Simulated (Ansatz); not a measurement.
Ansatz (a first-principles code) input file for CH2N, SMILES C=[N], multiplicity 2, PBE0-D3(BJ)/def2-TZVPD. 

Ansatz 0.2 input:
```yaml
crystal:
  periodic: [false, false, false]
  atoms:
    - {symbol: C, position_ang: [-0.48472945, -0.00897766, -0.00000000]}
    - {symbol: N, position_ang: [0.72877693, 0.00257923, 0.00000000]}
    - {symbol: H, position_ang: [-1.09653091, 0.01790566, 0.91026580]}
    - {symbol: H, position_ang: [-1.09653091, 0.01790566, -0.91026580]}
basis:
  gaussian:
    orbitals: def2-TZVPD
hamiltonian:
  xc: pbe0
  dispersion: d3bj
magnetization: {spin_polarized: true, initial_magnetization: 1}
relax: {f_tol: 0.002, max_steps: 200}
```

Output:

```
WARN ansatz: RAYON_NUM_THREADS=1 ignored (pool sized by the plan → 1); use --threads N
Functional definition: PBE0
integrals: 0.01 GiB planned
455 factors; their error is unknown
mean field: 0.23 GiB planned
mean field evaluation 1: about -2552.3482 eV, gradient 2.5e1 eV
mean field evaluation 2: about -2551.7780 eV, gradient 2.7e1 eV
mean field evaluation 4: about -2555.2023 eV, gradient 1.7e0 eV
mean field evaluation 8: about -2555.2196 eV, gradient 5.5e-2 eV
mean field evaluation 16: about -2555.2184 eV, gradient 8.4e-5 eV
mean field -2555.21838957 eV, -93.9025438274 hartree, gradient 8.4e-5 eV, S^2 0.761364; 0 other end points of the search recorded, 0 dependent functions left out
the calculation of the forces begins
reference -2555.21841545 eV, -93.9025447787 hartree; 8, 7 occupied and 84, 85 virtual orbitals, 455 factors
relax step   1: F+E_penalty+E_count = -2555.24628000 eV  Δ(F+E_penalty+E_count) = +0.000e0 eV  max|allowed force component| = 1.950e0 eV/Å  Δτ_max = 0.0000 Å  (32 SCF iters, accepted)
these checks for a lower state are left out or cut short: starts, cluster_reference, orbital_swaps, neighbouring_geometries, increment
integrals: 0.01 GiB planned
455 factors; their error is unknown
mean field: 0.23 GiB planned
mean field -2554.90437964 eV, -93.8910041754 hartree, gradient 2.7e-5 eV, S^2 0.767103; 0 other end points of the search recorded, 0 dependent functions left out
the calculation of the forces begins
reference -2554.90440527 eV, -93.8910051172 hartree; 8, 7 occupied and 84, 85 virtual orbitals, 455 factors
relax step   2: F+E_penalty+E_count = -2554.93226918 eV  Δ(F+E_penalty+E_count) = +3.140e-1 eV  max|allowed force component| = 3.032e0 eV/Å  Δτ_max = 0.1950 Å  (42 SCF iters, rejected (line search))
these checks for a lower state are left out or cut short: starts, cluster_reference, orbital_swaps, neighbouring_geometries, increment
integrals: 0.01 GiB planned
455 factors; their error is unknown
mean field: 0.23 GiB planned
mean field evaluation 32: about -2555.2281 eV, gradient 2.4e-5 eV
mean field -2555.22810154 eV, -93.9029007357 hartree, gradient 2.4e-5 eV, S^2 0.761789; 0 other end points of the search recorded, 0 dependent functions left out
the calculation of the forces begins
reference -2555.22812720 eV, -93.9029016787 hartree; 8, 7 occupied and 84, 85 virtual orbitals, 455 factors
relax step   3: F+E_penalty+E_count = -2555.25598915 eV  Δ(F+E_penalty+E_count) = -9.709e-3 eV  max|allowed force component| = 9.171e-1 eV/Å  Δτ_max = 0.0058 Å  (38 SCF iters, accepted)
these checks for a lower state are left out or cut short: starts, cluster_reference, orbital_swaps, neighbouring_geometries, increment
integrals: 0.01 GiB planned
455 factors; their error is unknown
mean field: 0.23 GiB planned
mean field -2555.18139633 eV, -93.9011843510 hartree, gradient 1.8e-5 eV, S^2 0.763346; 0 other end points of the search recorded, 0 dependent functions left out
the calculation of the forces begins
reference -2555.18142196 eV, -93.9011852927 hartree; 8, 7 occupied and 84, 85 virtual orbitals, 455 factors
relax step   4: F+E_penalty+E_count = -2555.20927624 eV  Δ(F+E_penalty+E_count) = +4.671e-2 eV  max|allowed force component| = 1.274e0 eV/Å  Δτ_max = 0.0972 Å  (43 SCF iters, rejected (line search))
these checks for a lower state are left out or cut short: starts, cluster_reference, orbital_swaps, neighbouring_geometries, increment
integrals: 0.01 GiB planned
455 factors; their error is unknown
mean field: 0.23 GiB planned
mean field -2555.25126487 eV, -93.9037519726 hartree, gradient 1.4e-5 eV, S^2 0.762619; 0 other end points of the search recorded, 0 dependent functions left out
the calculation of the forces begins
reference -2555.25129051 eV, -93.9037529146 hartree; 8, 7 occupied and 84, 85 virtual orbitals, 455 factors
relax step   5: F+E_penalty+E_count = -2555.27914963 eV  Δ(F+E_penalty+E_count) = -2.316e-2 eV  max|allowed force component| = 3.164e-1 eV/Å  Δτ_max = 0.0486 Å  (37 SCF iters, accepted)
these checks for a lower state are left out or cut short: starts, cluster_reference, orbital_swaps, neighbouring_geometries, increment
integrals: 0.01 GiB planned
455 factors; their error is unknown
mean field: 0.23 GiB planned
mean field -2555.25388189 eV, -93.9038481460 hartree, gradient 1.6e-5 eV, S^2 0.762434; 0 other end points of the search recorded, 0 dependent functions left out
the calculation of the forces begins
reference -2555.25390754 eV, -93.9038490887 hartree; 8, 7 occupied and 84, 85 virtual orbitals, 455 factors
relax step   6: F+E_penalty+E_count = -2555.28176608 eV  Δ(F+E_penalty+E_count) = -2.616e-3 eV  max|allowed force component| = 5.298e-3 eV/Å  Δτ_max = 0.0125 Å  (39 SCF iters, accepted)
these checks for a lower state are left out or cut short: starts, cluster_reference, orbital_swaps, neighbouring_geometries, increment
integrals: 0.01 GiB planned
455 factors; their error is unknown
mean field: 0.23 GiB planned
mean field evaluation 64: about -2555.2539 eV, gradient 2.5e-3 eV
mean field -2555.25388388 eV, -93.9038482194 hartree, gradient 1.7e-5 eV, S^2 0.762438; 0 other end points of the search recorded, 0 dependent functions left out
the calculation of the forces begins
reference -2555.25390954 eV, -93.9038491622 hartree; 8, 7 occupied and 84, 85 virtual orbitals, 455 factors
relax step   7: F+E_penalty+E_count = -2555.28176801 eV  Δ(F+E_penalty+E_count) = -1.928e-6 eV  max|allowed force component| = 1.475e-3 eV/Å  Δτ_max = 0.0003 Å  (40 SCF iters, accepted)
integrals: 0.01 GiB planned
455 factors; their error is unknown
mean field: 0.23 GiB planned
mean field -2555.25388388 eV, -93.9038482194 hartree, gradient 1.7e-5 eV, S^2 0.762438; 1 other end points of the search recorded, 0 dependent functions left out
the calculation of the forces begins
reference -2555.25390954 eV, -93.9038491622 hartree; 8, 7 occupied and 84, 85 virtual orbitals, 455 factors
Total energy: -2555.28179366 eV, -93.9048738848 hartree
Atom 0 at    -0.510365     0.007545     0.000000 Å, force    -0.000305     0.000115    -0.000000 eV/Å
Atom 1 at     0.726321    -0.003118    -0.000000 Å, force     0.001475    -0.000048    -0.000000 eV/Å
Atom 2 at    -1.082485     0.012493     0.937830 Å, force    -0.000585    -0.000033     0.000421 eV/Å
Atom 3 at    -1.082485     0.012493    -0.937830 Å, force    -0.000585    -0.000033    -0.000421 eV/Å
Dipole moment:    -0.518166     0.004473    -0.000000 e Å
```

The run converged.

Cost: about 12 core-seconds (a rough figure).
